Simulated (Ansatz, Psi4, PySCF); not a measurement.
silicon atom (Si), triplet. Base run: BLYP/6-31G** (PySCF).

Geometry (Å):
```xyz
1

Si     0.0000     0.0000     0.0000
```
Charge 0, spin multiplicity 3.
Orbitals are unrestricted.
All else is at PySCF's defaults.

The same geometry, method and basis name were run in Ansatz (a quantum-chemistry and plane-wave program) and Psi4 and PySCF, at each program's defaults and at the settings that a row names. The base is PySCF at its defaults. Differences at the defaults can come from grids, fitting, cores and function types together.

| code and settings | ΔE vs base (µEh) | basis functions | E (Eh) | SCF cycles |
|---|---|---|---|---|
| PySCF, defaults (exact integrals, its default grid, spherical functions) | 0.0 | 18 | -289.35327 | 6 |
| Psi4, defaults (density fitting with its default set, its default grid, Cartesian functions) | -2405 | 19 | -289.35568 | 7 |
| Ansatz, defaults (factorised integrals, its default grid, Cartesian functions) | -2403 | 19 | -289.35568 | - |
| PySCF, density fitting with def2-universal-jkfit | -17.9 | 18 | -289.35329 | 6 |
| PySCF, fine grid | 0.0 | 18 | -289.35327 | 6 |
| Psi4, exact integrals, spherical functions, fine grid | 0.0 | 18 | -289.35327 | 8 |
| Ansatz, high accuracy, Cartesian functions as the basis file defines them | -2403 | 19 | -289.35568 | - |

Open shells are given as the SCF converged; they aren't shown to be the lowest states, and a large step between rows can be another state.
